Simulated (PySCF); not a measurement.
CH3Cl2NbO, multiplicity 1. Atoms are numbered in the order given.

```xyz
8

Nb     0.1339    -0.1821     0.0000
O      1.6836    -0.8257     0.0000
Cl    -0.2535     0.9499    -1.9595
Cl    -0.2535     0.9499     1.9595
C     -1.0806    -1.9211     0.0000
H     -0.8551    -2.5288    -0.8929
H     -2.1479    -1.6426     0.0000
H     -0.8551    -2.5288     0.8929
```
Charge 0, spin multiplicity 1.

Geometry: PBE0-D3(BJ)/def2-SVP. The multiplicity is an assumed one; no other spin state was optimised. The structure was generated by enumeration; whether it is a known compound was not checked. The def2 effective core potentials stand for the cores of Nb; spin–orbit coupling is left out.

Computed with M06-2X/def2-TZVP in PySCF.

Symmetry labels are those of the subgroup Cs that the program uses (full group Cs).

Task: List the valence orbital energies around the gap with their symmetry. (Estimate from the structure and the level; the computed values follow.)

Result: 
| orbital | symmetry | energy (eV) |
|---|---|---|
| HOMO−7 | A' | -12.81 |
| HOMO−6 | A' | -12.20 |
| HOMO−5 | A" | -12.01 |
| HOMO−4 | A' | -11.67 |
| HOMO−3 | A" | -11.15 |
| HOMO−2 | A' | -11.10 |
| HOMO−1 | A" | -10.90 |
| HOMO | A' | -10.32 |
| LUMO | A" | -2.14 |
| LUMO+1 | A' | -1.70 |
| LUMO+2 | A' | -0.20 |
| LUMO+3 | A" | -0.17 |
